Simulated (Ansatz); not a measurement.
`[BH2][GeH2][SiH3]` + HCl → `[SiH3][GeH2][Cl]` + BH₃ at 400 K and 1 bar (cleavage of the Ge–B bond).

Program: Ansatz. Geometries: PBE0-D4/def2-TZVP. ΔE: electronic, gas phase. CCSD(T)/CBS is the MP2 limit (def2-TZVPP, def2-QZVPP) plus CCSD(T) − MP2 in def2-TZVPP, frozen cores. This one scheme is used for every species. For Ge outer-core shells are correlated without core-valence functions, which leaves a few kJ/mol of doubt a bond. Scalar relativity is left out up to krypton.

```tsv
species	CCSD(T)/CBS energy (Eh)	H − E (kJ/mol)	S (J/(mol·K))
`[BH2][GeH2][SiH3]`	-2394.15199	191.3	380.4
HCl	-460.38127	29.6	195.4
`[SiH3][GeH2][Cl]`	-2828.00643	139.1	367.0
BH₃	-26.55200	82.6	199.4
```

H − E and S are ideal-gas, rigid-rotor, harmonic terms from PBE0-D4/def2-TZVP. 1 Eh = 2625.50 kJ/mol, R = 8.31446 J/(mol·K).

Q: By hand: ΔE, ΔH, ΔS and ΔG.

A: ΔE = (-2828.00643) + (-26.55200) − (-2394.15199) − (-460.38127) = -0.02517 Eh = -66.1 kJ/mol. Δ(H − E) = 139.1 + 82.6 − 191.3 − 29.6 = 0.8, so ΔH = -65.3 kJ/mol. ΔS = 367.0 + 199.4 − 380.4 − 195.4 = -9.4 J/(mol·K). ΔG = -65.3 − 400 × (-9.4)/1000 = -61.5 kJ/mol.

Q: By hand: the equilibrium constant, and the temperature at which ΔG would vanish if ΔH and ΔS stayed fixed.

A: log₁₀ K = −ΔG/(RT ln 10) = 8.0. ΔG = 0 at ΔH/ΔS = 6947 K, far beyond where these terms or the molecules hold.

The number of gas molecules stays the same, so ΔS is small and ΔH decides. A doubt of 5 kJ/mol in ΔE shifts log₁₀ K by 0.7 here. These are equilibria of isolated gas molecules and say nothing of rates. Largest T1 diagnostic: 0.013 (customary marks: 0.02 for closed shells, 0.045 for open ones).
